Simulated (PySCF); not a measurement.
Isomers of C6H16N2, one GFN2-xTB conformer each. Single-point energies are computed at PBE0/pcSseg-1 (PySCF, gas phase, no added dispersion term), electronic only.

Question: Rank them by PBE0/pcSseg-1 energy, lowest first (kcal/mol).
A. `[CH3:1][NH:2][N:3]([CH3:4])[C:5]([CH3:6])([CH3:7])[CH3:8]` with C1–N2–N3–C4 88°
B. `[CH3:1][CH2:2][CH2:3][NH:4][N:5]([CH3:6])[CH2:7][CH3:8]` with C1–C2–C3–N4 -62°, C2–C3–N4–N5 175°, C3–N4–N5–C6 50°, N4–N5–C7–C8 -57°
C. `[CH3:1][CH2:2][C:3]([CH3:4])([CH3:5])[NH:6][NH:7][CH3:8]` with C1–C2–C3–C4 -54°, C2–C3–N6–N7 62°, C3–N6–N7–C8 -152°
D. `[CH3:1][CH:2]([CH3:3])[NH:4][NH:5][CH:6]([CH3:7])[CH3:8]` with C1–C2–N4–N5 -154°, C2–N4–N5–C6 179°, N4–N5–C6–C7 61°
E. `[CH3:1][CH2:2][N:3]([NH2:4])[C:5]([CH3:6])([CH3:7])[CH3:8]` with C1–C2–N3–N4 -71°, C2–N3–N4–H 78° and -41°
F. `[CH3:1][CH2:2][N:3]([CH2:4][CH3:5])[N:6]([CH3:7])[CH3:8]` with C1–C2–N3–C4 166°, C2–N3–C4–C5 -80°, C2–N3–N6–C7 -84°
G. `[CH3:1][CH2:2][C@@H:3]([CH2:4][CH2:5][NH2:6])[NH:7][CH3:8]` with C1–C2–C3–C4 173°, C2–C3–C4–C5 -76°, C3–C4–C5–N6 -170°, C4–C5–N6–H -63° and 179°, C2–C3–N7–C8 162°

Answer: G (0.0), C (13.2), E (13.5), D (14.4), A (18.2), B (19.8), F (23.3).

As drawn, the lowest has an N–H bond, which the highest lacks; the highest has an N–N linkage, which the lowest lacks. Neighbours under 2.5 kcal/mol apart (CCC(C)(C)NNC and CCN(N)C(C)(C)C; CCN(N)C(C)(C)C and CC(C)NNC(C)C; CNN(C)C(C)(C)C and CCCNN(C)CC) can change places with a better method, another conformer or zero-point energy. GFN2-xTB itself gives, in the same order: 0.0, 7.3, 6.0, 7.6, 3.8, 5.6, 2.4. Both levels put the same isomer lowest; measured from each level's own lowest isomer, the values differ by up to 20.9 kcal/mol (CCN(CC)N(C)C: 2.4 against 23.3).

Q: Which frontier levels, dipoles and rotational constants go with these structures?

A: 
```json
{"SMILES": "CC[C@@H](CCN)NC", "HOMO (eV, PBE0/pcSseg-1)": "-6.15", "LUMO (eV)": "1.55", "dipole (D)": "1.29", "A, B, C (MHz)": "2440, 1143, 840.3"}
{"SMILES": "CCC(C)(C)NNC", "HOMO (eV, PBE0/pcSseg-1)": "-6.41", "LUMO (eV)": "1.23", "dipole (D)": "1.66", "A, B, C (MHz)": "2425, 1528, 1221"}
{"SMILES": "CCN(N)C(C)(C)C", "HOMO (eV, PBE0/pcSseg-1)": "-6.20", "LUMO (eV)": "1.29", "dipole (D)": "1.44", "A, B, C (MHz)": "2894, 1453, 1283"}
{"SMILES": "CC(C)NNC(C)C", "HOMO (eV, PBE0/pcSseg-1)": "-5.39", "LUMO (eV)": "1.43", "dipole (D)": "0.20", "A, B, C (MHz)": "4016, 891.7, 884.6"}
{"SMILES": "CNN(C)C(C)(C)C", "HOMO (eV, PBE0/pcSseg-1)": "-6.15", "LUMO (eV)": "1.38", "dipole (D)": "1.24", "A, B, C (MHz)": "2767, 1554, 1340"}
{"SMILES": "CCCNN(C)CC", "HOMO (eV, PBE0/pcSseg-1)": "-5.98", "LUMO (eV)": "1.37", "dipole (D)": "1.37", "A, B, C (MHz)": "2747, 1290, 963.3"}
{"SMILES": "CCN(CC)N(C)C", "HOMO (eV, PBE0/pcSseg-1)": "-6.06", "LUMO (eV)": "1.44", "dipole (D)": "1.08", "A, B, C (MHz)": "2039, 1747, 1241"}
```
